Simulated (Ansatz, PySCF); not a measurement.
The pair A = BH3 (SMILES B) (first 4 atoms), B = C2H3N (SMILES CC#N); geometry from B3LYP-D3(BJ)/def2-TZVP.
(charge 0, multiplicity 1):
```xyz
10

B     -0.36909     0.18656     0.06854
H      0.49232    -0.27412    -0.64167
H     -1.46554    -0.26249    -0.16559
H     -0.35145     1.39341     0.11159
C      0.55616    -1.07704     3.90303
C      0.23254    -0.63531     2.56220
N     -0.02278    -0.28668     1.50416
H      1.44152    -1.71342     3.88126
H      0.75405    -0.21487     4.54086
H     -0.27787    -1.64296     4.31949
```

Frozen-core correlation. CBS: X⁻³ extrapolation of the correlation energy, Hartree–Fock from the larger set. MP2 and its Hartree–Fock in aug-cc-pVTZ are density fitted.

The values were computed with Ansatz (Gaussian basis) for Hartree–Fock, density functionals and correlated methods; PySCF for the dispersion terms. Values without a source in brackets are computed.

The monomers are drawn apart, rigid, along the line of their centres of mass. Counterpoise-corrected interaction energies (kcal/mol):

```
level                                                     R = 3.553 Å  R = 4.173 Å
--------------------------------------------------------  -----------  -----------
PBE/def2-TZVPPD                                              -21.2123      -8.1760
PBE-D3(BJ)/def2-TZVPPD                                       -22.1075      -8.7693
wB97M-V/def2-TZVPPD                                          -19.8837      -8.1029
MP2/CBS(aug-cc-pVDZ, aug-cc-pVTZ) + ΔCCSD(T)/aug-cc-pVDZ     -19.1491      -7.8475
```

Q: R is the distance of the centres of mass. Find the local exponent m of E ∝ R⁻ᵐ between the two points.

A: 
m = ln(E₁/E₂)/ln(R₂/R₁): PBE/def2-TZVPPD 5.9; PBE-D3(BJ)/def2-TZVPPD 5.7; wB97M-V/def2-TZVPPD 5.6; MP2/CBS(aug-cc-pVDZ, aug-cc-pVTZ) + ΔCCSD(T)/aug-cc-pVDZ 5.5. For scale, two fixed dipoles give m = 3, dipole and quadrupole 4, quadrupoles 5, and dispersion or dipole-induced dipole 6 at long range; at these distances several terms mix, and what is left of overlap and damping shifts m, so it need not match one of them.

Ansatz is a first-principles code.
